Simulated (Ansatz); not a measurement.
A run on Te2 (`[Te]=[Te]`) (triplet) with other settings.

```yaml
crystal:
  periodic: [false, false, false]
  atoms:
    - {symbol: Te, position_ang: [0.035272, -0.127723, 0.137454]}
    - {symbol: Te, position_ang: [0.006118, -0.151246, 2.569952]}
basis:
  gaussian: {orbitals: def2-SVP, final_grid: {core_spheres: 5, valence_spheres: 4, degree: 11}}
magnetization: {spin_polarized: true, initial_magnetization: 2}
hamiltonian: {xc: {name: PBE0-DH}}
output: {forces: true}
```

```sh
$ ansatz run in.yaml --threads 4 --pin off --events-out ev --progress --plain --max-ram 10444MiB
```

It prints (some lines left out):

```
Functional definition: PBE0-DH
668 factors; integrals over basis functions are off by at most 1.6e-4 eV
mean field evaluation 1: about -14580.7392 eV, gradient 2.8e0 eV
mean field evaluation 2: about -14580.8463 eV, gradient 3.0e0 eV
mean field evaluation 4: about -14580.9532 eV, gradient 4.5e-1 eV
mean field evaluation 8: about -14580.9558 eV, gradient 2.6e-3 eV
mean field evaluation 16: about -14580.9558 eV, gradient 8.1e-6 eV
mean field -14580.95577864 eV, -535.8402415381 hartree, gradient 8.0e-6 eV, S^2 2.011939; 2 other end points of the search recorded, 0 dependent functions left out
8 core orbitals not correlated: weight in the atoms' cores, before any rotation towards them, 1.000 or more for the frozen orbitals, at most 0.000 for the correlated occupied ones
reference -14580.95578242 eV, -535.8402416772 hartree; 17, 15 occupied and 27, 29 virtual orbitals, 668 factors
second order -7.44209860 eV of doubles, -0.00000000 eV of singles
Total energy: -14581.88604475 eV, -535.8744281871 hartree
Atom 0 at     0.035272    -0.127723     0.137454 Å, force     0.030233     0.024394    -2.522559 eV/Å
Atom 1 at     0.006118    -0.151246     2.569952 Å, force    -0.030233    -0.024394     2.522559 eV/Å
Dipole moment:    -0.000000    -0.000000    -0.000000 e Å
```

Hardware: 4 threads of an Arm Neoverse V1 on a shared host. Wall time 0.95 s, peak host memory 0.2 GiB.
